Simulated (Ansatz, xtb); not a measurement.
**Relative energy of two structures of CH3GeN−**

Structure a: the doublet with the links of `[N-]=[CH][GeH2]`. Structure b: a doublet given by its coordinates. Both are isolated ions in the gas phase, relaxed with B3LYP-D3(BJ)/def2-SVPD; the shapes shown needn't be the lowest conformers.

a (Å):

```csv
atom,x (Å),y (Å),z (Å)
C,-0.5166,-0.5603,1.5671
Ge,-0.5069,0.2676,-0.4302
N,0.3824,-0.6106,2.3953
H,-1.5433,-0.9728,1.7595
H,-1.9338,0.9879,-0.1415
H,-1.2743,-1.0525,-0.9839
```

b (Å):

```tsv
atom	x (Å)	y (Å)	z (Å)
C	-0.9313	0.1547	1.6780
Ge	-0.3756	-0.7112	-0.9472
N	-1.2835	-0.6731	0.7765
H	-0.1041	0.9010	1.5644
H	-1.4405	0.1884	2.6660
H	-1.2908	-1.9230	-1.5303
```

Close contacts (Å): C1–N3 1.27, Ge2–N3 1.95, C1–H4 1.12, C1–H5 1.11, Ge2–H6 1.63.

Problem. Estimate E(b) − E(a) at the level CCSD(T)/def2-SVPD.

Solution. Calculated at CCSD(T)/def2-SVPD: E(b) − E(a) = −33.4 kJ/mol, so structure b lies lower.

Level by level:

| level | geometry | E(b) − E(a) (kJ/mol) | departure from the last row (kJ/mol) | job, with rough time for the two |
| --- | --- | --- | --- | --- |
| B3LYP-D3(BJ)/def2-SVPD | B3LYP-D3(BJ)/def2-SVPD | −26.4 | +7.0 | optimisation, 69 s |
| HF/def2-SVPD | B3LYP-D3(BJ)/def2-SVPD | −22.4 | +11.0 | part of the CCSD(T) run |
| MP2/def2-SVPD | B3LYP-D3(BJ)/def2-SVPD | −49.6 | −16.2 | part of the CCSD(T) run |
| CCSD(T)/def2-SVPD | B3LYP-D3(BJ)/def2-SVPD | −33.4 |  | single point, 55 s |

None of the levels shown reverses the order. The largest departure from CCSD(T)/def2-SVPD is that of MP2/def2-SVPD, 16.2 kJ/mol. Levels run at GFN2-xTB geometries aren't shown.

With harmonic frequencies from B3LYP-D3(BJ)/def2-SVPD (ideal gas, rigid rotor, one conformer each, 200 K, 1 atm): on the last row, ΔE + ΔZPE = −20.0 kJ/mol. A mode under 50 cm⁻¹ makes harmonic enthalpies and free energies unreliable, so none is given.

Open shells are spin-unrestricted, with notable spin contamination under HF/def2-SVPD, MP2/def2-SVPD, CCSD(T)/def2-SVPD. The correlated steps freeze 11 core orbitals; the filled d shell of Ge is correlated, in a basis made for valence electrons. Programs: Ansatz 0.2.0; the last row on 2 threads of Intel(R) Xeon(R) Platinum 8259CL CPU @ 2.50GHz (Skylake/Cascade Lake) on a shared host.
